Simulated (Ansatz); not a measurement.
CuAsH$_{3}$ (charge +1), singlet: a relaxation.

The input file, in.yaml:

```yaml
crystal:
  periodic: [false, false, false]
  atoms:
    - {symbol: Cu, position_ang: [-0.143284, -0.618269, -1.227693]}
    - {symbol: As, position_ang: [0.073077, 0.545762, 0.856474]}
    - {symbol: H, position_ang: [-1.259029, 0.280170, 0.012140]}
    - {symbol: H, position_ang: [0.910637, 0.775134, -0.486437]}
    - {symbol: H, position_ang: [0.418599, -0.982797, 0.845616]}
basis:
  gaussian: {orbitals: def2-TZVP}
total_charge: 1
hamiltonian: {xc: pbe0, dispersion: d4}
relax: {f_tol: 0.005, max_steps: 200}
```

Run by:

```bash
ansatz run in.yaml --threads 4 --pin off --events-out ev --progress --plain --max-ram 9574MiB
```

Output of Ansatz 0.2.0:

```
Functional definition: PBE0
  name "PBE0"
  cite "Adamo & Barone, J. Chem. Phys. 110, 6158 (1999) doi:10.1063/1.478522"
  cite "Perdew, Burke & Ernzerhof, Phys. Rev. Lett. 77, 3865 (1996) doi:10.1103/PhysRevLett.77.3865"
  parent pbe
  parameter a = 0.25
  parameter kappa = 0.804
  parameter beta = 0.06672455060314922
  exchange = (1 - a)*pbe_x(kappa = kappa, mu = beta*pi^2/3) + a*exact_x
  correlation = pbe_c(beta = beta)
989 factors; integrals over basis functions are off by at most 2.9e-4 eV
mean field evaluation 1: about -105486.5456 eV, gradient 1.6e2 eV
mean field evaluation 2: about -104474.0611 eV, gradient 5.9e2 eV
mean field evaluation 4: about -105503.4409 eV, gradient 5.6e1 eV
mean field evaluation 8: about -105509.4379 eV, gradient 2.4e-1 eV
mean field evaluation 16: about -105509.4921 eV, gradient 9.9e-5 eV
mean field -105509.49214365 eV, -3877.4023193766 hartree, gradient 5.3e-5 eV, S^2 0.000000; 0 other end points of the search recorded, 0 dependent functions left out
the calculation of the forces begins
reference -105509.49216864 eV, -3877.4023202950 hartree; 32, 32 occupied and 79, 79 virtual orbitals, 989 factors
relax step   1: F+E_penalty+E_count = -105509.55770663 eV  Δ(F+E_penalty+E_count) = +0.000e0 eV  max|allowed force component| = 3.547e-1 eV/Å  Δτ_max = 0.0000 Å  (30 SCF iters, accepted)
relax step   2: F+E_penalty+E_count = -105509.57842433 eV  Δ(F+E_penalty+E_count) = -2.072e-2 eV  max|allowed force component| = 1.947e-1 eV/Å  Δτ_max = 0.0290 Å  (33 SCF iters, accepted)
relax step   3: F+E_penalty+E_count = -105509.58575594 eV  Δ(F+E_penalty+E_count) = -7.332e-3 eV  max|allowed force component| = 3.602e-2 eV/Å  Δτ_max = 0.0465 Å  (34 SCF iters, accepted)
relax step   4: F+E_penalty+E_count = -105509.58596781 eV  Δ(F+E_penalty+E_count) = -2.119e-4 eV  max|allowed force component| = 1.904e-2 eV/Å  Δτ_max = 0.0093 Å  (25 SCF iters, accepted)
relax step   5: F+E_penalty+E_count = -105509.58668966 eV  Δ(F+E_penalty+E_count) = -7.218e-4 eV  max|allowed force component| = 9.607e-3 eV/Å  Δτ_max = 0.0387 Å  (33 SCF iters, accepted)
relax step   6: F+E_penalty+E_count = -105509.58746599 eV  Δ(F+E_penalty+E_count) = -7.763e-4 eV  max|allowed force component| = 2.775e-2 eV/Å  Δτ_max = 0.1012 Å  (32 SCF iters, accepted)
relax step   7: F+E_penalty+E_count = -105509.58756194 eV  Δ(F+E_penalty+E_count) = -9.595e-5 eV  max|allowed force component| = 1.195e-2 eV/Å  Δτ_max = 0.0128 Å  (35 SCF iters, accepted)
relax step   8: F+E_penalty+E_count = -105509.58757792 eV  Δ(F+E_penalty+E_count) = -1.598e-5 eV  max|allowed force component| = 7.100e-4 eV/Å  Δτ_max = 0.0020 Å  (22 SCF iters, accepted)
Total energy: -105509.58760283 eV, -3877.4058274367 hartree
Atom 0 at    -0.108159    -0.759002    -1.220204 Å, force     0.000050    -0.000017     0.000247 eV/Å
Atom 1 at     0.075269     0.530112     0.850455 Å, force    -0.000099    -0.000366    -0.000710 eV/Å
Atom 2 at    -1.254048     0.366152     0.054145 Å, force    -0.000028     0.000352     0.000107 eV/Å
Atom 3 at     0.887594     0.853556    -0.439407 Å, force    -0.000133     0.000067     0.000295 eV/Å
Atom 4 at     0.399344    -0.990818     0.755111 Å, force     0.000210    -0.000036     0.000061 eV/Å
Dipole moment:    -0.037875    -0.266920    -0.428123 e Å

[the SCF lines of later steps are left out]
```

The run took about 15 s on 4 CPU threads of an Arm Neoverse V1 (shared host).
